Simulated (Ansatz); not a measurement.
Relaxation of Ge(OH)2H2 (GeO2H4) with RKS r2SCAN-D4/def2-TZVP.

```sh
$ ansatz run in.yaml --threads 4 --pin off --events-out ev --progress --plain --max-ram 3916MiB
```

```yaml
crystal:
  periodic: [false, false, false]
  atoms:
    - {symbol: Ge, position_ang: [-0.286180, 0.044850, -0.393420]}
    - {symbol: O, position_ang: [-0.163550, 0.019550, 1.350470]}
    - {symbol: H, position_ang: [-0.962660, 0.126650, 1.858920]}
    - {symbol: O, position_ang: [1.344620, -0.181650, -0.895090]}
    - {symbol: H, position_ang: [1.959570, -0.289180, -0.171910]}
    - {symbol: H, position_ang: [-0.767770, 1.385860, -0.871100]}
    - {symbol: H, position_ang: [-1.124030, -1.106090, -0.877880]}
basis:
  gaussian: {orbitals: def2-TZVP}
hamiltonian: {xc: r2scan, dispersion: d4}
scf: {lower_state_search: "off"}
output: {orbitals: {seedname: orbitals}}
relax: {f_tol: 0.02, max_steps: 100}
```

Run time 27 s (4 threads of Arm Neoverse V1 on a shared host).

Positions (Å) and forces (eV/Å) at steps 1, 2, 3, 4, 7, 9, 10, 11, 12, 13, 14, 15, 16, 17, 18, 19, 21, 22 of 22:

```xyz
7
step=1 energy=-60678.1403 eV
Ge   -0.286    0.045   -0.393   -0.775    0.096    0.045
O    -0.164    0.020    1.350    0.493   -0.068    0.758
H    -0.963    0.127    1.859   -0.375    0.049    0.138
O     1.345   -0.182   -0.895    1.110   -0.143   -0.760
H     1.960   -0.289   -0.172    0.182   -0.037    0.318
H    -0.768    1.386   -0.871   -0.248    0.565   -0.249
H    -1.124   -1.106   -0.878   -0.387   -0.463   -0.249
7
step=2 energy=-60678.2008 eV
Ge   -0.285    0.045   -0.389   -0.523    0.069   -0.044
O    -0.159    0.020    1.371    0.244   -0.032    0.369
H    -0.968    0.127    1.875   -0.152    0.019   -0.031
O     1.367   -0.184   -0.901    0.525   -0.064   -0.365
H     1.980   -0.294   -0.170   -0.009   -0.005    0.150
H    -0.789    1.403   -0.890   -0.029    0.103   -0.040
H    -1.147   -1.116   -0.896   -0.056   -0.089   -0.039
7
step=3 energy=-60678.2134 eV
Ge   -0.290    0.046   -0.389   -0.115    0.016   -0.007
O    -0.152    0.021    1.382    0.083   -0.010    0.100
H    -0.972    0.126    1.874   -0.039    0.003   -0.070
O     1.379   -0.184   -0.910    0.114   -0.010   -0.116
H     1.980   -0.296   -0.166   -0.074    0.006    0.056
H    -0.793    1.412   -0.894    0.012   -0.031    0.017
H    -1.152   -1.124   -0.899    0.019    0.025    0.020
7
step=4 energy=-60678.2125 eV rejected
Ge   -0.275    0.046   -0.383   -0.310    0.060   -0.153
O    -0.147    0.023    1.391    0.137   -0.018    0.010
H    -0.982    0.127    1.856   -0.028   -0.001   -0.025
O     1.387   -0.173   -0.934    0.008    0.002    0.077
H     1.946   -0.305   -0.161    0.173   -0.034    0.041
H    -0.789    1.409   -0.883    0.006   -0.023    0.020
H    -1.141   -1.126   -0.886    0.013    0.015    0.029
7
step=7 energy=-60678.2172 eV
Ge   -0.287    0.049   -0.392   -0.001    0.007   -0.004
O    -0.134    0.026    1.383   -0.003    0.004   -0.005
H    -0.970    0.118    1.852    0.000   -0.005    0.003
O     1.386   -0.173   -0.917    0.001    0.004    0.008
H     1.954   -0.307   -0.149    0.003   -0.006   -0.006
H    -0.798    1.411   -0.891    0.001    0.002   -0.001
H    -1.152   -1.123   -0.886   -0.001   -0.005    0.005
7
step=9 energy=-60678.2185 eV
Ge   -0.284    0.061   -0.389   -0.013    0.037    0.014
O    -0.132    0.062    1.387   -0.095    0.009    0.008
H    -0.977    0.078    1.852    0.086   -0.017   -0.039
O     1.390   -0.141   -0.916    0.094   -0.019    0.094
H     1.948   -0.349   -0.155   -0.047    0.004   -0.089
H    -0.799    1.409   -0.913   -0.008    0.026   -0.003
H    -1.145   -1.120   -0.866   -0.017   -0.040    0.016
7
step=10 energy=-60678.2202 eV
Ge   -0.282    0.070   -0.388   -0.021    0.036    0.014
O    -0.132    0.084    1.388   -0.162    0.009    0.046
H    -0.979    0.053    1.851    0.149   -0.015   -0.072
O     1.393   -0.121   -0.914    0.145   -0.036    0.147
H     1.943   -0.376   -0.159   -0.088    0.023   -0.148
H    -0.802    1.410   -0.927   -0.003    0.024   -0.004
H    -1.140   -1.119   -0.851   -0.021   -0.042    0.017
7
step=11 energy=-60678.1559 eV rejected
Ge   -0.276    0.115   -0.382   -0.057    0.087   -0.035
O    -0.139    0.203    1.394   -1.656   -0.521    0.825
H    -0.988   -0.083    1.847    1.585    0.512   -0.811
O     1.410   -0.020   -0.895    0.950   -0.885    1.220
H     1.921   -0.513   -0.186   -0.870    0.846   -1.269
H    -0.809    1.415   -1.001    0.022   -0.030    0.030
H    -1.119   -1.116   -0.777    0.026   -0.009    0.039
7
step=12 energy=-60678.2281 eV
Ge   -0.279    0.093   -0.384   -0.024    0.015   -0.008
O    -0.146    0.145    1.392   -0.138    0.005    0.059
H    -0.983   -0.018    1.846    0.132   -0.003   -0.064
O     1.402   -0.077   -0.903    0.089   -0.028    0.122
H     1.933   -0.440   -0.181   -0.067    0.022   -0.118
H    -0.800    1.416   -0.961    0.008   -0.003   -0.006
H    -1.128   -1.120   -0.809   -0.001   -0.007    0.016
7
step=13 energy=-60678.2374 eV
Ge   -0.276    0.120   -0.375    0.042   -0.016   -0.008
O    -0.176    0.220    1.402   -0.288   -0.078    0.115
H    -0.982   -0.089    1.842    0.257    0.071   -0.127
O     1.415   -0.017   -0.879    0.063   -0.088    0.153
H     1.918   -0.527   -0.227   -0.102    0.092   -0.156
H    -0.799    1.419   -0.996    0.013   -0.020   -0.006
H    -1.099   -1.127   -0.768    0.016    0.040    0.029
7
step=14 energy=-60678.2393 eV
Ge   -0.285    0.144   -0.385    0.011    0.056    0.103
O    -0.216    0.312    1.387   -0.491   -0.311    0.292
H    -0.900   -0.215    1.839    0.396    0.306   -0.256
O     1.411   -0.011   -0.853    0.039    0.019   -0.141
H     1.876   -0.547   -0.203    0.100   -0.059    0.037
H    -0.778    1.426   -1.050   -0.022    0.025   -0.030
H    -1.108   -1.109   -0.734   -0.034   -0.037   -0.005
7
step=15 energy=-60678.2436 eV
Ge   -0.274    0.183   -0.336   -0.134   -0.060   -0.269
O    -0.360    0.426    1.420   -0.020    0.009    0.022
H    -0.860   -0.297    1.807   -0.041   -0.034    0.209
O     1.419    0.033   -0.809    0.193    0.061   -0.076
H     1.885   -0.656   -0.325    0.011   -0.036    0.040
H    -0.762    1.421   -1.080    0.009    0.051    0.033
H    -1.048   -1.109   -0.676   -0.018    0.009    0.041
7
step=16 energy=-60678.2473 eV
Ge   -0.292    0.182   -0.368   -0.047   -0.033   -0.018
O    -0.382    0.436    1.392    0.082    0.261   -0.173
H    -0.750   -0.335    1.821   -0.157   -0.263    0.252
O     1.416    0.012   -0.801    0.012    0.065   -0.131
H     1.861   -0.633   -0.244    0.071   -0.074    0.055
H    -0.762    1.433   -1.098    0.015    0.049    0.012
H    -1.092   -1.094   -0.703    0.024   -0.005    0.004
7
step=17 energy=-60678.0496 eV rejected
Ge   -0.321    0.181   -0.414    0.185    0.075    0.362
O    -0.470    0.491    1.345   -0.356   -2.988    1.581
H    -0.580   -0.417    1.871    0.324    2.983   -1.746
O     1.413   -0.013   -0.797    0.115   -0.571    0.539
H     1.838   -0.620   -0.154   -0.320    0.508   -0.585
H    -0.739    1.464   -1.117   -0.034   -0.017   -0.066
H    -1.142   -1.085   -0.734    0.085    0.009   -0.084
7
step=18 energy=-60678.2517 eV
Ge   -0.285    0.175   -0.366   -0.083   -0.007    0.011
O    -0.391    0.430    1.393    0.019    0.016    0.016
H    -0.792   -0.320    1.844    0.006    0.010   -0.010
O     1.419    0.013   -0.823    0.026   -0.008    0.027
H     1.874   -0.632   -0.272    0.035   -0.012   -0.014
H    -0.748    1.439   -1.082   -0.008    0.002   -0.001
H    -1.077   -1.106   -0.695    0.004   -0.002   -0.030
7
step=19 energy=-60678.2518 eV
Ge   -0.287    0.178   -0.354    0.061    0.019   -0.001
O    -0.430    0.462    1.398   -0.060   -0.064    0.001
H    -0.786   -0.303    1.861    0.016    0.025    0.008
O     1.434    0.051   -0.771   -0.007   -0.049   -0.012
H     1.864   -0.699   -0.345   -0.030    0.051   -0.016
H    -0.760    1.435   -1.075    0.012   -0.007   -0.011
H    -1.035   -1.123   -0.713    0.007    0.025    0.031
7
step=21 energy=-60678.2330 eV rejected
Ge   -0.295    0.190   -0.351    0.017    0.013    0.037
O    -0.546    0.501    1.386   -0.122   -0.882    0.453
H    -0.686   -0.332    1.891    0.147    0.875   -0.527
O     1.436    0.067   -0.736    0.359   -0.741    0.346
H     1.850   -0.746   -0.374   -0.378    0.724   -0.317
H    -0.742    1.439   -1.094   -0.030    0.029    0.009
H    -1.018   -1.119   -0.722    0.006   -0.018   -0.001
7
step=22 energy=-60678.2531 eV
Ge   -0.290    0.181   -0.358   -0.003   -0.002    0.007
O    -0.452    0.463    1.392   -0.001    0.007    0.000
H    -0.754   -0.320    1.863    0.001   -0.002   -0.002
O     1.428    0.039   -0.782    0.004   -0.003    0.001
H     1.864   -0.687   -0.322    0.002    0.000   -0.002
H    -0.750    1.439   -1.083   -0.002    0.002    0.000
H    -1.047   -1.115   -0.709   -0.001   -0.002   -0.003
```
